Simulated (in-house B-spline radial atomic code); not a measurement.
RPA and G0W0 on Hartree-Fock: Cu6+

Configuration [Ar] 3d5, highest spin, mean-field start Hartree-Fock. Computed with a B-spline radial code for spherical atoms: all electrons, non-relativistic, point nucleus, each spin shell either full or empty, empty states to l = 9 with an (l + 1/2)⁻⁴ tail; G0W0 by contour deformation at full frequency.

Command:
```bash
python run_gw.py task.json out
```
Settings (radii: box in bohr, nucleus in fm):
```
Z                        29
electrons                23
configuration            [Ar] 3d5
hamiltonian              nr
method                   hf
lmax                     9
spin_polarised           True
box_radius               9.29
intervals                49
```

Cost of the run: 1.2 s on 1 thread of AMD EPYC 7R13 Processor, on a shared host.

Energies (hartree):

| term | value |
| --- | --- |
| mean-field total | -1628.12904 |
| Hartree-Fock functional on these orbitals | -1628.12904 |
| direct second order | -1.5909 |
| second-order exchange | 0.52089 |
| SOSEX correction | 0.49223 |

Q: What is the RPA correlation energy, and what remains with SOSEX?

A: RPA gives -1.4537 hartree (-1.72 eV per electron); RPA + SOSEX gives -0.96151, and the second-order doubles (MP2) -1.07 hartree. SOSEX takes back 34 % of the RPA value.

Quasi-particle levels (eV):

```json
{"level": "3d up", "occupied": "yes", "mean field": "-141.37", "Σx - vxc": "0.00", "Σc": "?", "QP weight": "?", "G0W0": "?"}
{"level": "3p down", "occupied": "yes", "mean field": "-200.92", "Σx - vxc": "0.00", "Σc": "-0.18", "QP weight": "0.974", "G0W0": "-201.10"}
{"level": "3p up", "occupied": "yes", "mean field": "-220.31", "Σx - vxc": "0.00", "Σc": "6.58", "QP weight": "0.897", "G0W0": "-213.73"}
{"level": "3s down", "occupied": "yes", "mean field": "-250.88", "Σx - vxc": "0.00", "Σc": "4.87", "QP weight": "0.937", "G0W0": "-246.01"}
{"level": "3d down", "occupied": "no", "mean field": "-99.87", "Σx - vxc": "0.00", "Σc": "-4.31", "QP weight": "0.980", "G0W0": "-104.18"}
```

G0W0 = mean field + (Σx - vxc) + Σc, with Σc (partial-wave tail included) taken at the quasi-particle energy. Only the outer levels were computed.

Q: Where does G0W0 put 3d up?

A: At -140.48 eV, with Σc = 0.89 eV and a quasi-particle weight of 0.977. The tabulated removal energy is 139 ± 1.2 eV (NIST, semi-empirical); the calculation leaves out relativity, Breit and QED terms, and what these don't explain is the method's own error.
